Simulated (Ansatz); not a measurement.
Ansatz (a first-principles code) input (PBE0/def2-QZVPP):
A basis named .json is the Basis Set Exchange file of that set.

Ansatz 0.2 input:
```yaml
crystal:
  periodic: [false, false, false]
  atoms:
    - {symbol: C, position_ang: [-2.17756027, -0.52273193, -0.13803535]}
    - {symbol: Ga, position_ang: [-0.27813598, -0.06740232, -0.02227445]}
    - {symbol: Cl, position_ang: [1.28339558, -1.54873596, 0.07095061]}
    - {symbol: Cl, position_ang: [0.43914876, 1.96309787, 0.04443745]}
    - {symbol: H, position_ang: [-2.29848170, -1.49384468, -0.61410983]}
    - {symbol: H, position_ang: [-2.70796239, 0.24403065, -0.69973112]}
    - {symbol: H, position_ang: [-2.58923295, -0.56847493, 0.87096363]}
basis:
  gaussian:
    orbitals: def2-QZVPP.json
hamiltonian:
  xc: {name: PBE0}
```

End of the output:

```
integrals: 0.51 GiB planned
1673 factors; their error is unknown
0.49 GiB of the device are held for the grids
2.52 GiB of device memory are held for the factors and their scratch space
mean field: 2.89 GiB planned
mean field evaluation 1: about -78492.1983 eV, gradient 5.9e1 eV
mean field evaluation 2: about -78487.8284 eV, gradient 7.4e1 eV
mean field evaluation 4: about -78499.2725 eV, gradient 3.2e0 eV
mean field evaluation 8: about -78499.2891 eV, gradient 5.3e-2 eV
mean field evaluation 16: about -78499.4654 eV, gradient 2.2e-5 eV
mean field -78499.46543110 eV, -2884.8021457443 hartree, gradient 2.2e-5 eV, S^2 0.000000; 0 other end points of the search recorded, 0 dependent functions left out
reference -78499.46546644 eV, -2884.8021470431 hartree; 37, 37 occupied and 339, 339 virtual orbitals, 1673 factors
Total energy: -78499.46546644 eV, -2884.8021470431 hartree
```
